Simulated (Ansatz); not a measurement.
Consider the ligand exchange at the Si–C bond: `C=C=C(N)[SiH3]` + `[OH][Al]([OH])[SH]` → `[OH][Al]([SH])[O][SiH3]` + `C=C=CN`.

Program: Ansatz. Geometries: PBE0-D4/def2-TZVP. ΔE: electronic, gas phase. CCSD(T)/CBS is the MP2 limit (def2-TZVPP, def2-QZVPP) plus CCSD(T) − MP2 in def2-TZVPP, frozen cores. This one scheme is used for every species. DFT in def2-TZVPP. One conformer a species, not always the lowest.

`C=C=C(N)[SiH3]`:

Cartesian coordinates in Å:
```
C 0.411 2.175 0.766
C 0.025 1.049 0.238
C -0.303 -0.101 -0.295
N -1.280 -0.281 -1.288
Si 0.729 -1.584 0.197
H -0.003 2.537 1.703
H 1.161 2.800 0.288
H -1.809 -1.134 -1.184
H -1.898 0.511 -1.399
H -0.183 -2.711 0.545
H 1.583 -2.030 -0.936
H 1.567 -1.230 1.366
```

`[OH][Al]([OH])[SH]`:

Cartesian coordinates in Å:
```
O 0.774 -1.017 0.759
Al -0.114 0.130 -0.107
O -1.509 -0.171 -1.007
S 0.590 2.179 -0.069
H 0.572 -1.948 0.821
H -1.938 -1.016 -1.118
H 1.625 1.843 0.721
```

`[OH][Al]([SH])[O][SiH3]`:

Cartesian coordinates in Å:
```
O 0.707 -2.338 0.652
Al -0.063 -1.211 -0.336
S -1.128 -1.829 -2.126
O 0.000 0.408 0.074
Si 0.252 1.860 0.759
H 0.718 -3.279 0.488
H -1.474 -0.564 -2.420
H 1.661 2.287 0.548
H -0.022 1.801 2.219
H -0.652 2.865 0.141
```

`C=C=CN`:

```xyz
9

C    -1.307    1.274   -0.445
C    -0.359    0.533    0.050
C     0.565   -0.222    0.583
N     0.940   -1.502    0.165
H    -1.105    2.046   -1.185
H    -2.345    1.155   -0.139
H     1.067    0.125    1.483
H     1.931   -1.674    0.248
H     0.612   -1.735   -0.760
```

```csv
species,B97M-V energy (Eh)
`C=C=C(N)[SiH3]`,-462.70221
`[OH][Al]([OH])[SH]`,-792.92605
`[OH][Al]([SH])[O][SiH3]`,-1083.59835
`C=C=CN`,-172.07110
```

**Question.** Work out ΔE.

**Answer.** ΔE = (-1083.59835) + (-172.07110) − (-462.70221) − (-792.92605) = -0.04119 Eh = -108.1 kJ/mol. CCSD(T)/CBS gives -104.5 kJ/mol.

Largest T1 diagnostic among the species: 0.013.

From r2SCAN to r2SCAN0 (25 % exact exchange), in def2-TZVPP and without D4, ΔE moves by −3.9 kJ/mol. In def2-TZVPP, CCSD(T) changes the Hartree–Fock value by +27.6 kJ/mol (the triples alone add +4.8 kJ/mol) and MP2 by +30.8 kJ/mol. Leaving LDA and LC-ωPBE aside and taking each functional with its dispersion term where it has one, the values, not all of them listed here, spread over 30.8 kJ/mol, from BHLYP-D4 to revPBE-D4. LDA lies +3.7 kJ/mol from PBE without D4.
